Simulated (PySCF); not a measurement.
Eu2H4: from a saddle point downhill

PySCF 2.14.0, RKS PBE0, Eu lcecp-0-SVP with ECP53, H def2-SVP; non-relativistic Hamiltonian with scalar-relativistic core potentials where named; density fitting; no spin-orbit coupling. Relaxed within the symmetry of its start, the geometry (D2h) is

```xyz
6

Eu    0.0000    0.0000    1.8946
Eu    0.0000    0.0000   -1.8946
H     1.4833    0.0000    0.0000
H    -1.4833    0.0000    0.0000
H     0.0000    0.0000    4.1102
H     0.0000    0.0000   -4.1102
```

and its lowest harmonic modes are -154, -147, 89, 176, 184, 375 cm⁻¹ (negative: unstable). It was moved along the lowest mode and relaxed again, within the group C2h that the move left.

Where does it end, and how much lower?

In C2h, 0.191 eV lower, after 12 steps:
```xyz
6

Eu    0.0000    0.7005    1.7459
Eu    0.0000   -0.7005   -1.7459
H     1.4063    0.0000    0.0000
H    -1.4063    0.0000    0.0000
H     0.0000   -0.5425    3.5414
H     0.0000    0.5425   -3.5414
```

How do the contacts change?


```json
{"contact": "Eu1–H3 (H)", "saddle (Å)": "2.406", "end (Å)": "2.349"}
{"contact": "Eu1–H4 (H)", "saddle (Å)": "2.406", "end (Å)": "2.349"}
{"contact": "Eu1–H5 (H)", "saddle (Å)": "2.216", "end (Å)": "2.184"}
{"contact": "Eu2–H6 (H)", "saddle (Å)": "2.216", "end (Å)": "2.184"}
```


Is the end a minimum?

Yes; lowest modes 99, 110, 207, 233, 380, 490 cm⁻¹.

An lcecp potential fixes the number of 4f electrons, so in runs with it no electron can move into or out of that shell.

State: singlet in the valence, with the 4f electrons in the core potential.
